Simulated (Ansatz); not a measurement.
The cluster Hg3O2, relaxed as a singlet with RKS PBE-D4/def2-SVP in Ansatz, starting from the GFN1-xTB geometry. Force threshold 0.02 eV/Å.

In the def2 sets Hg takes a core potential; there is no spin–orbit coupling. The restricted singlet is unstable towards broken spin symmetry in Hartree–Fock (as tested in another run); at PBE-D4/def2-SVP this wasn't settled. Another isomer (singlet) lies 1.88 eV lower at PBE0-D4/def2-TZVP; other spin states weren't run for this one.

Start:

```xyz
5

Hg   -2.496    0.290   -1.859
Hg    1.840    0.007    1.036
Hg   -0.594   -0.154   -0.104
O     0.164    1.096    1.285
O     1.086   -1.239   -0.358
```

```csv
step,energy (eV),largest force component (eV/Å),SCF passes
1,-16614.3698,3.743,26
2,-16615.2772,0.661,30
3,-16615.3450,0.175,24
4,-16615.3713,0.029,23
5 (rejected),-16615.3689,0.074,24
6,-16615.3723,0.011,24
7,-16615.3725,0.003,24
```

Force components are those of the run's own axes.

End:

| atom | x (Å) | y (Å) | z (Å) |
| --- | --- | --- | --- |
| Hg1 | -2.853 | 0.201 | -1.922 |
| Hg2 | 1.930 | -0.138 | 1.299 |
| Hg3 | -0.501 | 0.037 | -0.336 |
| O4 | 0.207 | 1.214 | 1.365 |
| O5 | 1.217 | -1.314 | -0.406 |

By distances, no bond broke or formed. The bond that changes most is Hg1–Hg3, from 2.63 to 2.84 Å (atoms count from 1).

The force fell under the threshold at step 6, but the optimiser went on. No frequencies were taken in this run, so the end may be a saddle point.

It took 30 s on 4 threads of Intel Xeon on a shared host.
